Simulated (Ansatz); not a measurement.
Reaction (ligand exchange at a Ti–I bond): `[F][Ti]([F])([F])[I]` + `OCC(F)(F)F` → `FC(F)(F)C[O][Ti]([F])([F])[F]` + HI

Calculated with Ansatz (gas phase, PBE0-D4/def2-TZVP geometries, no zero-point term in ΔE). CBS: MP2 limit from def2 TZ/QZ plus the TZ coupled-cluster correction, frozen cores. DFT in def2-TZVPP. def2 core potentials past Kr. For I, Ti outer-core shells are correlated without core-valence functions, which leaves a few kJ/mol of doubt a bond. Scalar relativity is left out up to krypton. One conformer a species, not always the lowest.

**Question.** Is it downhill or uphill in electronic energy at CCSD(T)/CBS, and by how much? (Best estimate.)

**Answer.** The calculation gave: Nearly level: ΔE = +1.7 kJ/mol.

**Question.** What do these levels give: r2SCAN0-D4, r2SCANh, CCSD/def2-SVP, CCSD(T)/def2-SVP, MP2/def2-QZVPP, HF/CBS(def2)? (An estimate is asked.)

**Answer.** Computed: r2SCAN0-D4 6.5, r2SCANh 8.1, CCSD/def2-SVP -34.0, CCSD(T)/def2-SVP -25.8, MP2/def2-QZVPP 11.6, HF/CBS(def2) -7.4 kJ/mol.

Largest T1 diagnostic among the species: 0.023, so the coupled-cluster value is less sure than usual.

The D4 term adds −3.4 kJ/mol with B3LYP and −2.4 kJ/mol with PBE0; it sums over pairs of atoms, weighted by their polarisabilities, and B3LYP, whose exchange is more repulsive, gets the larger term. From BLYP to BHLYP (50 % exact exchange), in def2-TZVPP and without D4, ΔE moves by −3.5 kJ/mol. Leaving LDA and LC-ωPBE aside and taking each functional with its dispersion term where it has one, the values, not all of them listed here, spread over 21.1 kJ/mol, from CAM-B3LYP-D4 to PBE-QIDH. LDA lies −7.0 kJ/mol from PBE without D4.

B3LYP here is the variant with VWN-RPA as its local correlation; programs differ in this.
